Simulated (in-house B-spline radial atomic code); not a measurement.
# K VIII (K7+): [Ne] 3s2

Method: non-relativistic LDA VWN5, spin-polarised, spherical fractional occupations, point nucleus. Calculated with a radial B-spline atomic code at the basis-set limit.

Screening seen three ways: the hydrogenic charge with the same mean radius, Z_r = [3n² - l(l+1)]/(2<r>), the one with the same energy, Z_e = n√(-2ε), and Slater's rules. Values are occupation-weighted means over spin.

| shell | electrons | ε (eV) | <r> (bohr) | Z_r | Z_e | Slater |
| --- | --- | --- | --- | --- | --- | --- |
| 1s | 2 | -3639.1 | 0.08172 | 18.36 | 16.35 | 18.70 |
| 2s | 2 | -485.26 | 0.388 | 15.46 | 11.94 | 14.85 |
| 2p | 6 | -416.9 | 0.3475 | 14.39 | 11.07 | 14.85 |
| 3s | 2 | -145.36 | 1.088 | 12.41 | 9.81 | 9.85 |

The least bound orbital is 3s at -145.4 eV, and it is also the most diffuse (<r> = 1.088 bohr).
